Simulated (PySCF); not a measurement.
C₄H₉O₂P.
Structure used (PBE0-D3(BJ)/def2-SVP), in Å, numbered top down from 1:
```
atom  x, y, z in Å
C1     2.3178    0.3921    0.2299
C2     1.0855   -0.4514    0.0548
O3     1.0103   -1.5714    0.5180
P4    -0.2788    0.2636   -1.0214
C5    -0.9467    1.5027    0.1849
C6    -1.5100   -1.1249   -0.7704
O7    -1.7482   -1.4801    0.5520
H8     2.9305   -0.0046    1.0506
H9     2.8987    0.3541   -0.7062
H10    2.0684    1.4483    0.4087
H11   -0.1776    2.2372    0.4628
H12   -1.7712    2.0487   -0.2968
H13   -1.3268    0.9909    1.0814
H14   -2.4589   -0.7892   -1.2208
H15   -1.1470   -1.9697   -1.3885
H16   -0.9058   -1.8374    0.8739
```

Computed with TDDFT PBE0/def2-SVPD, vertical, gas phase, core orbitals frozen in the response in PySCF 2.14.0, density-fitted response routines.

Excitation energies and transition dipoles (atomic units, axes of the coordinates) of those of the lowest 10 singlets that add 0.02 au or more to the mean polarisability:

| state | ΔE (hartree) | μx | μy | μz |
| --- | --- | --- | --- | --- |
| S1 | 0.1392 | 0.214 | -0.115 | 0.194 |
| S2 | 0.1693 | -0.347 | 0.171 | -0.186 |
| S3 | 0.2121 | 0.234 | -0.351 | 0.105 |
| S4 | 0.2298 | -0.362 | -0.332 | -0.343 |
| S5 | 0.2309 | 0.337 | -0.119 | 0.307 |
| S6 | 0.2453 | -0.482 | 0.073 | 0.087 |
| S7 | 0.2540 | -0.112 | -0.452 | -0.105 |
| S8 | 0.2548 | 0.507 | 0.202 | 0.059 |
| S9 | 0.2604 | -0.112 | -0.018 | -0.134 |
| S10 | 0.2654 | 0.042 | -0.239 | -0.007 |

Problem. What does each state add to αxx, αyy and αzz, and how do the sums compare with the full static tensor?

Solution. Each state adds 2 μα² / ΔE.

| state | αxx (au) | αyy (au) | αzz (au) |
| --- | --- | --- | --- |
| S1 | 0.66 | 0.19 | 0.54 |
| S2 | 1.43 | 0.35 | 0.41 |
| S3 | 0.51 | 1.17 | 0.10 |
| S4 | 1.14 | 0.96 | 1.02 |
| S5 | 0.98 | 0.12 | 0.82 |
| S6 | 1.90 | 0.04 | 0.06 |
| S7 | 0.10 | 1.61 | 0.09 |
| S8 | 2.02 | 0.32 | 0.03 |
| S9 | 0.10 | 0.00 | 0.14 |
| S10 | 0.01 | 0.43 | 0.00 |
| all 10 states | 8.8 | 5.2 | 3.2 |
| full response | 92.1 | 86.7 | 73.7 |
| share (%) | 10 | 6 | 4 |

The rest comes from the higher roots of the same response equations.

Problem. Give the full tensor and its principal values.

Solution. In au, rows and columns x, y, z:
```
x   92.1  1.5  5.6
y    1.5 86.7 -2.1
z    5.6 -2.1 73.7
```
Principal values 71.7, 87.0 and 93.8 au; mean 84.2 au (12.47 Å³).

Problem. By how much does the contribution of these states grow at 1064 nm?

Solution. With ω = 0.0428 hartree each state's term in the mean polarisability goes from f / ΔE² to f / (ΔE² − ω²), f = (2/3) ΔE |μ|²; the sum over all 10 states goes from 5.75 to 6.00 au, a rise of 0.25 au. The full frequency-dependent response rises by 0.87 au, from 84.16 to 85.02 au.

A one-level model with all 42 active electrons at a single energy would need ΔE = √(N/α) = 19.2 eV to give this α, against S1 at 3.79 eV.

On an Arm Neoverse V1 with one thread, shared host, this took 3.2 min wall and 0.90 GiB of memory at its peak.

One conformer stands for the species.
